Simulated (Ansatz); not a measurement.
Start from `OC#CC[SiH3]` and change one atom or group to get `NC#CO`.

Ansatz, PBE0-D4/def2-TZVP geometries, multiplicity 1. Each molecule was computed in one conformer, which needn't be the lowest.

```csv
property,`OC#CC[SiH3]`
HOMO–LUMO gap (B3LYP/def2-TZVPP) / eV,6.72
HOMO–LUMO gap (ωB97M-V/def2-TZVPP) / eV,11.06
size of the dipole moment (B3LYP/def2-TZVPP) / D,1.95
HOMO–LUMO gap (PBE/def2-TZVPP) / eV,5.16
size of the dipole moment (ωB97M-V/def2-TZVPP) / D,1.94
"ideal-gas entropy at 298 K and 1 bar (rigid rotor, harmonic PBE0-D4/def2-TZVP) / J/(mol·K)",348
```

Problem. Give the same properties after the change, and the shifts. (Best estimate.)

Solution. The calculation gave: 
| property | `NC#CO` | shift |
| --- | --- | --- |
| HOMO–LUMO gap (B3LYP/def2-TZVPP) / eV | 6.23 | -0.49 |
| HOMO–LUMO gap (ωB97M-V/def2-TZVPP) / eV | 10.56 | -0.50 |
| size of the dipole moment (B3LYP/def2-TZVPP) / D | 0.78 | -1.17 |
| HOMO–LUMO gap (PBE/def2-TZVPP) / eV | 4.67 | -0.49 |
| size of the dipole moment (ωB97M-V/def2-TZVPP) / D | 0.76 | -1.18 |
| ideal-gas entropy at 298 K and 1 bar (rigid rotor, harmonic PBE0-D4/def2-TZVP) / J/(mol·K) | 283 | -65 |

With PBE0 the HOMO rises by 0.76 eV and the LUMO rises by 0.28 eV, so the gap narrows by about 0.48 eV. PBE moves the HOMO by 0.77 eV and ωB97M-V by 0.77 eV. The zero-point energy changes by -68.0 kJ/mol with -12 modes. Dipoles are sizes alone; their direction can turn.

B3LYP here is the variant with VWN-RPA as its local correlation; programs differ in this.
